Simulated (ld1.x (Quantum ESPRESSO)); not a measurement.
Logarithmic derivatives: Ni, ultrasoft

ld1.x (Quantum ESPRESSO) 7.5 input, shortened:

```
&input
   title='Ni', zed=28., rel=0, dft='PBE', iswitch=3,
   config='[Ar] 3d8 4s0 4p0'
 /
 &inputp
   pseudotype=3, tm=.true., lloc=-1, rcloc=0.70,
   nlcc=.true., new_core_ps=.true., rcore=0.70,
   which_augfun='PSQ', rmatch_augfun_nc=.true.
 /
6
4S  1  0   0.00   0.00  1.65  2.05  0.0
4S  1  0   0.00   3.20  1.65  2.05  0.0
3P  2  1   6.00   0.00  1.30  1.60  0.0
4P  3  1   0.00   0.00  1.30  1.60  0.0
3D  3  2   8.00   0.00  0.75  0.80  0.0
3D  3  2   0.00  -1.70  0.75  0.80  0.0
 &test
   configts(1)='3p6 3d8 4s0 4p0'
 /
```

The phase is arctan(r·u′/u) with u = r·R(r), unwrapped; energies in Ry, scanned from -9 to 5 Ry. A pole is an energy at which the radial function vanishes at the test radius. The pseudo phase is shifted by a multiple of π to meet the all-electron one at the reference energy, and phase errors are pseudo minus all-electron; the curves can meet again beyond the range given. Levels narrower than the energy grid can be missing from the lists of poles.

Q: For each channel, where are the poles, and over which energies does the pseudopotential scatter like the atom?

A:

| channel | radius (bohr) | reference energy (Ry) | poles, all-electron | poles, pseudo | unbroken range about the reference energy with phases within 0.05 rad | phase error 1 Ry above the reference energy (rad) |
| --- | --- | --- | --- | --- | --- | --- |
| s | 2.25 | -1.57 | 1.10 | 1.09 | the whole range | -0.000 |
| p | 2.25 | -1.10 | -6.60, 2.28 | -6.60, 2.19 | below 4.5 | -0.002 |
| d | 2.25 | -2.10 | -1.94, 4.31 | -1.94, 4.31 | the whole range | -0.000 |

Note: ghost state, extra bound levels that the all-electron valence spectrum of the same l lacks: s at -1171.8 eV. A true bound ghost makes a file unfit for plane-wave use.

Phases in the p channel:

| E (Ry) | all-electron | pseudo |
| --- | --- | --- |
| -9.00 | 1.402 | 1.402 |
| -8.52 | 1.395 | 1.395 |
| -8.04 | 1.387 | 1.387 |
| -7.56 | 1.376 | 1.376 |
| -7.08 | 1.356 | 1.356 |
| -6.60 | -1.605 | -1.605 |
| -6.12 | -1.765 | -1.765 |
| -5.64 | -1.786 | -1.786 |
| -5.16 | -1.804 | -1.804 |
| -4.68 | -1.824 | -1.824 |
| -4.20 | -1.848 | -1.848 |
| -3.72 | -1.878 | -1.878 |
| -3.24 | -1.919 | -1.919 |
| -2.76 | -1.976 | -1.977 |
| -2.28 | -2.067 | -2.067 |
| -1.80 | -2.226 | -2.226 |
| -1.32 | -2.556 | -2.556 |
| -0.84 | -3.249 | -3.250 |
| -0.36 | -3.966 | -3.968 |
| 0.12 | -4.316 | -4.318 |
| 0.60 | -4.484 | -4.487 |
| 1.08 | -4.581 | -4.585 |
| 1.56 | -4.645 | -4.650 |
| 2.04 | -4.693 | -4.699 |
| 2.52 | -4.731 | -4.740 |
| 3.00 | -4.765 | -4.777 |
| 3.48 | -4.798 | -4.815 |
| 3.96 | -4.832 | -4.858 |
| 4.44 | -4.869 | -4.913 |
| 4.92 | -4.915 | -4.994 |
